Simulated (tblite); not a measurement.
Input of a run (GFN2-xTB geometry optimisation, gas phase (tblite 0.8.0)), started from a force field or distance geometry:
```
{"job": {"kind": "relax", "xc": "GFN2-xTB", "basis": "xTB"}, "charge": 1, "multiplicity": 1}
N      3.804300    -0.733000    -0.037900
C      2.650700    -0.506400    -0.036200
C      1.251500    -0.242800    -0.009900
C      0.876100     1.063800    -0.015000
C     -0.350900     1.592300     0.013200
C     -1.540700     0.975200     0.011800
C     -1.787500    -0.334200     0.009200
C     -0.909900    -1.346400     0.006700
C      0.427500    -1.309900    -0.008000
H      1.683600     1.790100    -0.007000
H     -0.391400     2.684000     0.007500
H     -2.415600     1.624600     0.025600
H     -2.848800    -0.616400     0.031400
H     -1.352800    -2.351600     0.000800
H      0.899700    -2.281300    -0.014100
```

Output (eV, eV/Å):
```
step      E/eV     max force
  0    -613.12185    3.978
  1    -613.06800   13.365
  2    -613.41471    5.114
  3    -613.62861    2.130
  4    -613.70727    0.371
  5    -613.73594    0.557
  6    -613.74565    0.274
  7    -613.74711    0.071
  8    -613.74751    0.067
  9    -613.74804    0.137
 10    -613.74862    0.141
 11    -613.74892    0.079
 12    -613.74903    0.025
 13    -613.74910    0.036
 14    -613.74916    0.028
 15    -613.74918    0.015
 16    -613.74919    0.006
```

**Question.** Summarise the run.

**Answer.** The energy falls by 14.5 kcal/mol over 16 L-BFGS steps, the largest force on an atom goes from 3.98 to 0.006 eV/Å, and the atoms move by 0.058 Å rms after alignment. The bond that changes most is C6–C7 (both ends aromatic CH carbon), which lengthens by 0.057 Å. Bonds longer at the end by more than 0.005 Å: 8 of 15; shorter: 5. Among the angles that change most is C4–C3–C9, from 126.3° to 128.7°. The energy rose by more than 1e-5 eV at step 1.

**Question.** What are the final bond lengths?

**Answer.** N1≡C2 1.143 Å, C2–C3 1.428 Å, C3–C4 1.401 Å, C4–C5 1.387 Å, C5–C6 1.394 Å, C6–C7 1.390 Å, C7–C8 1.394 Å, C8–C9 1.387 Å, C3–C9 1.401 Å, C4–H10 1.086 Å, C5–H11 1.084 Å, C6–H12 1.084 Å, C7–H13 1.084 Å, C8–H14 1.084 Å, C9–H15 1.086 Å. Numbering counts from 1 in the input's order; the species is `N#Cc1ccccc[cH+]1`.

Its GFN2-xTB frequencies are all real (lowest 81 cm⁻¹).

All values are computed, not measured.
